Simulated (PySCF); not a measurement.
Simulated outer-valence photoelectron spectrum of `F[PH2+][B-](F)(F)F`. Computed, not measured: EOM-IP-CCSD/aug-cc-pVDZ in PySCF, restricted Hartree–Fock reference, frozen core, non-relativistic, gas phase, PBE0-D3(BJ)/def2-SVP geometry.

Each root has a Gaussian of 0.8 eV full width with its one-hole share as area; cross sections and vibrations are left out, and the highest printed point is 100.

```json
{"ionisation energy (eV)": "10.6", "intensity": "0"}
{"ionisation energy (eV)": "10.8", "intensity": "2"}
{"ionisation energy (eV)": "11.0", "intensity": "6"}
{"ionisation energy (eV)": "11.2", "intensity": "14"}
{"ionisation energy (eV)": "11.4", "intensity": "25"}
{"ionisation energy (eV)": "11.6", "intensity": "31"}
{"ionisation energy (eV)": "11.8", "intensity": "27"}
{"ionisation energy (eV)": "12.0", "intensity": "17"}
{"ionisation energy (eV)": "12.2", "intensity": "8"}
{"ionisation energy (eV)": "12.4", "intensity": "2"}
{"ionisation energy (eV)": "12.6", "intensity": "1"}
{"ionisation energy (eV)": "12.8", "intensity": "0"}
{"ionisation energy (eV)": "13.0", "intensity": "0"}
{"ionisation energy (eV)": "13.2", "intensity": "0"}
{"ionisation energy (eV)": "13.4", "intensity": "1"}
{"ionisation energy (eV)": "13.6", "intensity": "3"}
{"ionisation energy (eV)": "13.8", "intensity": "11"}
{"ionisation energy (eV)": "14.0", "intensity": "26"}
{"ionisation energy (eV)": "14.2", "intensity": "45"}
{"ionisation energy (eV)": "14.4", "intensity": "61"}
{"ionisation energy (eV)": "14.6", "intensity": "68"}
{"ionisation energy (eV)": "14.8", "intensity": "73"}
{"ionisation energy (eV)": "15.0", "intensity": "83"}
{"ionisation energy (eV)": "15.2", "intensity": "95"}
{"ionisation energy (eV)": "15.4", "intensity": "100"}
{"ionisation energy (eV)": "15.6", "intensity": "90"}
{"ionisation energy (eV)": "15.8", "intensity": "67"}
{"ionisation energy (eV)": "16.0", "intensity": "43"}
{"ionisation energy (eV)": "16.2", "intensity": "30"}
{"ionisation energy (eV)": "16.4", "intensity": "29"}
{"ionisation energy (eV)": "16.6", "intensity": "31"}
{"ionisation energy (eV)": "16.8", "intensity": "26"}
{"ionisation energy (eV)": "17.0", "intensity": "16"}
{"ionisation energy (eV)": "17.2", "intensity": "7"}
{"ionisation energy (eV)": "17.4", "intensity": "2"}
{"ionisation energy (eV)": "17.6", "intensity": "0"}
{"ionisation energy (eV)": "17.8", "intensity": "0"}
```

Where are the maxima, and how many lines lie under the curve?

3 maxima, at 11.6, 15.4 and 16.6 eV, from 8 lines. At this width some lines have no maximum of their own.

List the lines with their holes.

```json
{"E (eV)": "11.63", "leading hole (HF orbital)": "HOMO", "area": "0.96", "Koopmans (eV)": "12.52"}
{"E (eV)": "14.34", "leading hole (HF orbital)": "HOMO-2", "area": "0.95", "Koopmans (eV)": "16.88"}
{"E (eV)": "14.58", "leading hole (HF orbital)": "HOMO-1", "area": "0.95", "Koopmans (eV)": "15.68"}
{"E (eV)": "15.15", "leading hole (HF orbital)": "HOMO-3", "area": "0.95", "Koopmans (eV)": "17.53"}
{"E (eV)": "15.21", "leading hole (HF orbital)": "HOMO-4", "area": "0.95", "Koopmans (eV)": "17.54"}
{"E (eV)": "15.62", "leading hole (HF orbital)": "HOMO-5", "area": "0.94", "Koopmans (eV)": "18.04"}
{"E (eV)": "15.63", "leading hole (HF orbital)": "HOMO-6", "area": "0.95", "Koopmans (eV)": "18.04"}
{"E (eV)": "16.62", "leading hole (HF orbital)": "HOMO-7", "area": "0.94", "Koopmans (eV)": "18.88"}
```

The widest gap, 2.71 eV, lies between 11.63 and 14.34 eV. Only orbitals with −ε under 21 eV, eight at most, were ionised, so the high end of the curve may lack lines.

Conformer computed: `[F:1][PH2+:2][B-:3]([F:4])([F:5])[F:6]`: F1–P2–B3–F4 -59°.
